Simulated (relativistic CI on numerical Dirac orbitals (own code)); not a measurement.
Hyperfine structure of Cd XXV, mass number 111

Method of calculation: Dirac-Coulomb-Breit CI, KLI orbitals optimised for each configuration, QED by a radiative potential, unscaled Slater integrals (own radial code, finite nucleus).

Configurations in the expansion (outside the closed core [Ne]): 3s2 3p6 3d6, 3s2 3p5 3d7, 3s2 3p4 3d8, 3s 3p6 3d7, 3p6 3d8, 3s 3p5 3d8, 3s2 3p6 3d5 4s, 3s2 3p6 3d5 4p, 3s2 3p6 3d5 4d, 3s2 3p4 3d7 4s, 3s2 3p6 3d5 4f, 3s2 3p5 3d6 4s, 3s2 3p6 3d4 4s2, 3s2 3p6 3d5 5s, 3s 3p6 3d6 4s, 3s2 3p6 3d5 5p. Levels of other configurations are missing.

Nuclear spin I = 1/2, μ = -0.594 μN (tables of Stone and Pyykkö). The electronic factors are computed for point nuclear moments, without core polarisation or the Bohr-Weisskopf and QED corrections.

```
           Level   E (eV)  A (MHz)
3s2 3p6 3d6 5D_4   0.0000    -8202
3s2 3p6 3d6 5D_2   3.7357    -7979
3s2 3p6 3d6 5D_3   4.7289    -5788
3s2 3p6 3d6 5D_1   6.6907    -6904
3s2 3p6 3d6 3H_6  13.3776   -12330
3s2 3p6 3d6 3H_5  13.3858   -11410
3s2 3p6 3d6 3F_3  15.5629   -13660
3s2 3p6 3d6 3F_2  15.9054   -16140
```

Levels with J = 0, under 50 % of one LS term, or S terms without an open s electron are left out. Small factors come from cancelling terms and can be off by tens of per cent or more.

At this charge energies of transitions that change n are usually good to better than 1 %, and those within a shell (Δn = 0) to a few per cent. Terms inside the open d or f shell come out 10 to 20 % too wide with unscaled integrals.

Give the hyperfine levels of 3s2 3p6 3d6 5D_4 relative to its centre of gravity.

With K = F(F + 1) − I(I + 1) − J(J + 1), E = AK/2: F = 7/2: 20500, F = 9/2: -16400 MHz.

LS names give the leading component of a level, which can be under half, so a name can repeat, a term be missing and a line seem to break the LS rules.
